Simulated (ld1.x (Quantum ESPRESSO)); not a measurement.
scandium (Sc): excitation energies, all-electron against TM

scandium, norm-conserving Troullier–Martins (Kleinman–Bylander form), made with ld1.x (Quantum ESPRESSO) 7.5 (PBE, scalar-relativistic). Core [Ar], reference 3d1 4s2 4p0. Waves: 4s (bound): rc 2.50 bohr; 4p (bound, empty): rc 4.10 bohr; 3d (bound): rc 1.95 bohr. Local part: all-electron potential smoothed inside 1.75 bohr (lloc = -1). Core correction: a·sin(br)/r model core inside 1.65 bohr.

Energies are relative to the spin-unpolarised reference configuration 3d1 4s2 4p0; without spin polarisation the order of configurations can differ from experiment.

```tsv
valence configuration	charge	ΔE all-electron (eV)	error AE − PS (meV)
3d1 4s0 4p0	+2	19.665	-28
3d1 4s1.5 4p0	+0.5	2.754	-0.8
3d2 4s0 4p0	+1	7.578	-211
3d1 4s0 4p2	0	5.674	-0.3
3d1 4s0 4p1	+1	10.327	+18
3d0 4s2 4p0	+1	8.381	-339
```

Problem. What are ΔE and the potential's error for 3d1 4s1 4p0?

Solution. ΔE = 6.897 eV all-electron; the error (AE − PS) is -3.8 meV.

Levels in the configuration 3d1 4s1.5 4p0:

```csv
level,all-electron (eV),pseudo (eV)
3d,-6.435,-6.423
4s,-6.868,-6.871
```

Note: ghost state, extra bound levels that the all-electron valence spectrum of the same l lacks: s at -31.8 eV. A true bound ghost makes a file unfit for plane-wave use.
